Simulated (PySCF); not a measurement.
C3H10Si, charge +1, doublet, geometry from GFN2-xTB (a state made from the parent by changing its charge; the spin is typed, not shown lowest); SVWN5/3-21G run with PySCF.

The PySCF input:
```python
from pyscf import gto, scf, dft

mol = gto.M(
    atom='''
Si   -0.090040    0.195510    0.407828
C    -0.755727    1.488077   -0.856975
C     1.599965   -0.209282   -0.503925
C    -0.688291   -1.620513    0.648148
H    -0.233322    0.830026    1.724738
H    -0.711558    1.098673   -1.870788
H    -1.791306    1.694049   -0.595595
H    -0.202650    2.423421   -0.819685
H     2.166872   -0.875856    0.136537
H     1.429006   -0.679395   -1.467207
H     2.132126    0.725844   -0.638977
H    -0.640590   -2.172695   -0.286850
H    -1.720290   -1.579545    0.989420
H    -0.103407   -2.151342    1.395333
''',
    basis='3-21g',
    charge=1,
    spin=1,
    verbose=4,
)

mf = dft.UKS(mol)
mf.xc = 'lda,vwn'
mf.kernel()
mf.analyze()
```

The log (banner, timings and long lists left out):

```
PySCF version 2.14.0

[INPUT] verbose = 4
[INPUT] num. atoms = 14
[INPUT] num. electrons = 41
[INPUT] charge = 1
[INPUT] spin (= nelec alpha-beta = 2S) = 1
[INPUT] symmetry False subgroup None
[INPUT] Mole.unit = angstrom
[INPUT] Symbol           X                Y                Z      unit          X                Y                Z       unit  Magmom
[...]
nuclear repulsion = 172.786856415768
number of shells = 42
number of NR pGTOs = 102
number of NR cGTOs = 60
basis = 3-21g
ecp = {}

******** <class 'pyscf.dft.uks.UKS'> ********
method = UKS
initial guess = minao
damping factor = 0
level_shift factor = 0
DIIS = <class 'pyscf.scf.diis.CDIIS'>
diis_start_cycle = 1
diis_space = 8
diis_damp = 0
SCF conv_tol = 1e-09
SCF conv_tol_grad = None
SCF max_cycles = 50
direct_scf = True
direct_scf_tol = 1e-13
number electrons alpha = 21  beta = 20
XC library pyscf.dft.libxc version 7.1.2
    S. Lehtola, C. Steigemann, M. J. T. Oliveira, and M. A. L. Marques,  SoftwareX 7, 1–5 (2018)
XC functionals = lda,vwn
    P. A. M. Dirac,  Math. Proc. Cambridge Philos. Soc. 26, 376 (1930)
    F. Bloch,  Z. Phys. 57, 545 (1929)
    S. H. Vosko, L. Wilk, and M. Nusair,  Can. J. Phys. 58, 1200 (1980)
radial grids:
    Treutler-Ahlrichs [JCP 102, 346 (1995); DOI:10.1063/1.469408] (M4) radial grids

becke partition: Becke, JCP 88, 2547 (1988); DOI:10.1063/1.454033
pruning grids: <function nwchem_prune>
grids dens level: 3
symmetrized grids: False
atomic radii adjust function: <function treutler_atomic_radii_adjust>
small_rho_cutoff = 0
Set gradient conv threshold to 3.16228e-05
tot grids = 159616
init E= -404.872106389506

cycle= 1 E= -404.923444963272  delta_E= -0.0513  |g|= 0.341  |ddm|= 2.15
cycle= 2 E= -404.831792277213  delta_E= 0.0917  |g|= 0.51  |ddm|= 0.862
cycle= 3 E= -404.98780046548  delta_E= -0.156  |g|= 0.0464  |ddm|= 0.583
cycle= 4 E= -404.987805772402  delta_E= -5.31e-06  |g|= 0.0488  |ddm|= 0.135
cycle= 5 E= -404.989527761453  delta_E= -0.00172  |g|= 0.00485  |ddm|= 0.0606
cycle= 6 E= -404.989548837002  delta_E= -2.11e-05  |g|= 0.000915  |ddm|= 0.00935
cycle= 7 E= -404.989549485891  delta_E= -6.49e-07  |g|= 0.000335  |ddm|= 0.00169
cycle= 8 E= -404.989549571587  delta_E= -8.57e-08  |g|= 0.000141  |ddm|= 0.000718
cycle= 9 E= -404.989549561634  delta_E= 9.95e-09  |g|= 0.00019  |ddm|= 0.00046
cycle= 10 E= -404.989549589194  delta_E= -2.76e-08  |g|= 2.01e-05  |ddm|= 0.000302
cycle= 11 E= -404.989549589577  delta_E= -3.83e-10  |g|= 5.9e-06  |ddm|= 4.42e-05
[...]
converged SCF energy = -404.989549589468  <S^2> = 0.75078945  2S+1 = 2.0007893
Total Energy =                        -404.989549589467856
[...]
spin_pop of  3 C 3pz       0.00002
spin_pop of  4 H 1s        0.04510
spin_pop of  4 H 2s        0.00015
spin_pop of  5 H 1s        0.00101
spin_pop of  5 H 2s        0.00010
spin_pop of  6 H 1s        0.02869
spin_pop of  6 H 2s        0.00025
spin_pop of  7 H 1s       -0.00364
spin_pop of  7 H 2s        0.00009
spin_pop of  8 H 1s        0.01320
spin_pop of  8 H 2s        0.00022
spin_pop of  9 H 1s       -0.00883
spin_pop of  9 H 2s        0.00014
spin_pop of  10 H 1s        0.01320
spin_pop of  10 H 2s        0.00022
spin_pop of  11 H 1s        0.00101
spin_pop of  11 H 2s        0.00010
spin_pop of  12 H 1s        0.02869
spin_pop of  12 H 2s        0.00025
spin_pop of  13 H 1s       -0.00364
spin_pop of  13 H 2s        0.00009
 ** Mulliken Spin Density (per atom)  **
spin density of  0 Si =      0.19530
spin density of  1 C =      0.18409
spin density of  2 C =      0.32009
spin density of  3 C =      0.18410
spin density of  4 H =      0.04525
spin density of  5 H =      0.00111
spin density of  6 H =      0.02894
spin density of  7 H =     -0.00354
spin density of  8 H =      0.01343
spin density of  9 H =     -0.00869
spin density of  10 H =      0.01343
spin density of  11 H =      0.00111
spin density of  12 H =      0.02894
spin density of  13 H =     -0.00355
 ** Mulliken pop alpha/beta on meta-lowdin orthogonal AOs **
 ** Mulliken pop       alpha | beta **
In total            21.00000 | 20.00000
 ** Mulliken atomic charges   ( Nelec_alpha | Nelec_beta ) **
charge of  0Si =      0.74634  (     6.72448      6.52918 )
charge of  1C =     -0.48219  (     3.33314      3.14905 )
charge of  2C =     -0.42702  (     3.37355      3.05347 )
charge of  3C =     -0.48219  (     3.33315      3.14904 )
charge of  4H =      0.02830  (     0.50847      0.46322 )
charge of  5H =      0.16892  (     0.41610      0.41498 )
charge of  6H =      0.18846  (     0.42024      0.39130 )
charge of  7H =      0.17938  (     0.40854      0.41208 )
charge of  8H =      0.18338  (     0.41502      0.40160 )
charge of  9H =      0.17647  (     0.40742      0.41611 )
charge of  10H =      0.18338  (     0.41502      0.40160 )
charge of  11H =      0.16893  (     0.41609      0.41498 )
charge of  12H =      0.18846  (     0.42024      0.39130 )
charge of  13H =      0.17938  (     0.40854      0.41208 )

WARN: System has nonzero charge 1; the dipole moment is origin-dependent.
Location of origin: [0. 0. 0.]

Dipole moment(X, Y, Z, Debye):  0.16916, -0.07688, -0.16626
```
